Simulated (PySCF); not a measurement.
C₃H₉In (SMILES [CH3][In]([CH3])[CH3]), singlet, at a GFN2-xTB geometry (such geometries of metal compounds can be far from the true shape) (all electrons, no relativity); HF/STO-3G (PySCF).

PySCF was given this input:
```python
from pyscf import gto, scf

mol = gto.M(
    atom='''
In   -0.00027071    0.00058834   -0.00069908
C    -1.54741402   -1.60362658   -0.25516667
H    -1.47645898   -2.03150186   -1.25510468
H    -2.54532539   -1.18425536   -0.13021367
H    -1.39904443   -2.39480853    0.47847392
C    -0.16211960    1.91699700   -1.15548571
H     0.80256149    2.17280153   -1.59247574
H    -0.46352417    2.72452625   -0.48838330
H    -0.90066120    1.82322629   -1.95032013
C     1.71103614   -0.31596421    1.41393740
H     2.33646867    0.57422770    1.46297261
H     2.31750483   -1.15712290    1.07865522
H     1.33272866   -0.54035921    2.41094086
''',
    basis='sto-3g',
    verbose=4,
)

mf = scf.RHF(mol)
mf.kernel()
```

It wrote (shortened):

```
PySCF version 2.14.0

[INPUT] verbose = 4
[INPUT] num. atoms = 13
[INPUT] num. electrons = 76
[INPUT] charge = 0
[INPUT] spin (= nelec alpha-beta = 2S) = 0
[INPUT] symmetry False subgroup None
[INPUT] Mole.unit = angstrom
[INPUT] Symbol           X                Y                Z      unit          X                Y                Z       unit  Magmom
[INPUT]  1 In    -0.000270710000   0.000588340000  -0.000699080000 AA   -0.000511567759   0.001111801468  -0.001321069739 Bohr   0.0
[INPUT]  2 C     -1.547414020000  -1.603626580000  -0.255166670000 AA   -2.924188699112  -3.030415042273  -0.482195122417 Bohr   0.0
[INPUT]  3 H     -1.476458980000  -2.031501860000  -1.255104680000 AA   -2.790103106355  -3.838982136945  -2.371804102860 Bohr   0.0
[INPUT]  4 H     -2.545325390000  -1.184255360000  -0.130213670000 AA   -4.809967885002  -2.237918291948  -0.246068173974 Bohr   0.0
[INPUT]  5 H     -1.399044430000  -2.394808530000   0.478473920000 AA   -2.643810808798  -4.525532242472   0.904184666547 Bohr   0.0
[INPUT]  6 C     -0.162119600000   1.916997000000  -1.155485710000 AA   -0.306361643424   3.622599311613  -2.183551532749 Bohr   0.0
[INPUT]  7 H      0.802561490000   2.172801530000  -1.592475740000 AA    1.516621414223   4.105999814736  -3.009343008614 Bohr   0.0
[INPUT]  8 H     -0.463524170000   2.724526250000  -0.488383300000 AA   -0.875933733416   5.148608431688  -0.922910680811 Bohr   0.0
[INPUT]  9 H     -0.900661200000   1.823226290000  -1.950320130000 AA   -1.702002999022   3.445398351207  -3.685570900926 Bohr   0.0
[INPUT] 10 C      1.711036140000  -0.315964210000   1.413937400000 AA    3.233389693833  -0.597085822065   2.671954443280 Bohr   0.0
[INPUT] 11 H      2.336468670000   0.574227700000   1.462972610000 AA    4.415285884927   1.085133086139   2.764617560640 Bohr   0.0
[INPUT] 12 H      2.317504830000  -1.157122900000   1.078655220000 AA    4.379449421057  -2.186645373462   2.038362948632 Bohr   0.0
[INPUT] 13 H      1.332728660000  -0.540359210000   2.410940860000 AA    2.518492165759  -1.021130915786   4.556017927923 Bohr   0.0

nuclear repulsion = 351.08241544185
number of shells = 29
number of NR pGTOs = 153
number of NR cGTOs = 51
basis = sto-3g
ecp = {}

******** <class 'pyscf.scf.hf.RHF'> ********
method = RHF
initial guess = minao
damping factor = 0
level_shift factor = 0
DIIS = <class 'pyscf.scf.diis.CDIIS'>
diis_start_cycle = 1
diis_space = 8
diis_damp = 0
SCF conv_tol = 1e-09
SCF conv_tol_grad = None
SCF max_cycles = 50
direct_scf = True
direct_scf_tol = 1e-13
Set gradient conv threshold to 3.16228e-05
Initial guess from minao.
init E= -5784.67248766797
  HOMO = -0.488580007059838  LUMO = -0.22001605035225  gap/eV = 7.30800
cycle= 1 E= -5800.23382154491  delta_E= -15.6  |g|= 0.469  |ddm|= 3.95
  HOMO = -0.207903829552651  LUMO = 0.294251539096448  gap/eV = 13.66434
cycle= 2 E= -5800.34454531638  delta_E= -0.111  |g|= 0.0753  |ddm|= 0.919
  HOMO = -0.277363013883322  LUMO = 0.226922732639402  gap/eV = 13.72231
cycle= 3 E= -5800.34832627009  delta_E= -0.00378  |g|= 0.0126  |ddm|= 0.188
  HOMO = -0.279679844544387  LUMO = 0.223786991824851  gap/eV = 13.70003
cycle= 4 E= -5800.34843164489  delta_E= -0.000105  |g|= 0.00113  |ddm|= 0.035
  HOMO = -0.279850801435907  LUMO = 0.223931740287172  gap/eV = 13.70862
cycle= 5 E= -5800.34843264164  delta_E= -9.97e-07  |g|= 0.000336  |ddm|= 0.00291
  HOMO = -0.279799230043212  LUMO = 0.223902035197766  gap/eV = 13.70641
cycle= 6 E= -5800.34843271376  delta_E= -7.21e-08  |g|= 6.13e-05  |ddm|= 0.000827
  HOMO = -0.279812534488142  LUMO = 0.223895699431424  gap/eV = 13.70660
cycle= 7 E= -5800.34843271664  delta_E= -2.87e-09  |g|= 7.97e-06  |ddm|= 0.000195
  HOMO = -0.279813377191808  LUMO = 0.223893015558215  gap/eV = 13.70655
cycle= 8 E= -5800.3484327167  delta_E= -6.18e-11  |g|= 1.16e-06  |ddm|= 2.55e-05
  HOMO = -0.279813470354281  LUMO = 0.223893034365883  gap/eV = 13.70655
Extra cycle  E= -5800.34843271668  delta_E= 1.46e-11  |g|= 3.66e-07  |ddm|= 2.41e-06
converged SCF energy = -5800.34843271668
```
